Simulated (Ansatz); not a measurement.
Two isomers of CH4GeO2: A = `O=[C](O)[GeH3]`, B = `C1[O][GeH2][O]1`.

Computed with Ansatz on PBE0-D4/def2-TZVP structures; ΔE is electronic, products minus reactants. CBS: MP2 limit from def2 TZ/QZ plus the TZ coupled-cluster correction, frozen cores. Functionals use def2-TZVPP. For Ge outer-core shells are correlated without core-valence functions, which leaves a few kJ/mol of doubt a bond. Scalar relativity is left out up to krypton. One conformer a species, not always the lowest.

**Question.** Which is lower in electronic energy at CCSD(T)/CBS, and by how much? (An estimate is asked.)

**Answer.** Ansatz gave: A, by 4.3 kJ/mol.

**Question.** Give E(B) − E(A) in kJ/mol with PBE-D4, MP2/def2-TZVPP, r2SCAN-D4, B2PLYP, HF/def2-TZVPP, PBE0-D4, CCSD/def2-TZVPP. (Best estimate.)

**Answer.** Computed: PBE-D4 29.7, MP2/def2-TZVPP -0.1, r2SCAN-D4 19.2, B2PLYP 15.8, HF/def2-TZVPP 6.8, PBE0-D4 15.2, CCSD/def2-TZVPP 3.3. None reverses the order clearly.

**Question.** Does the order hold for the free energy at 298.15 K (harmonic terms from PBE0-D4)? (An estimate is asked.)

**Answer.** Ansatz gave: Yes: G(B) − G(A) = +25.3 kJ/mol, for one conformer each. Modes under 60 cm⁻¹, often nearly free rotors, make the harmonic entropy too high.

Largest T1 diagnostic: 0.015.

From BLYP to BHLYP (50 % exact exchange), in def2-TZVPP and without D4, E(B) − E(A) moves by −29.3 kJ/mol. Leaving LDA and LC-ωPBE aside and taking each functional with its dispersion term where it has one, the values, not all of them listed here, spread over 35.9 kJ/mol, from PBE-QIDH to BLYP-D4. LDA lies −8.0 kJ/mol from PBE without D4.
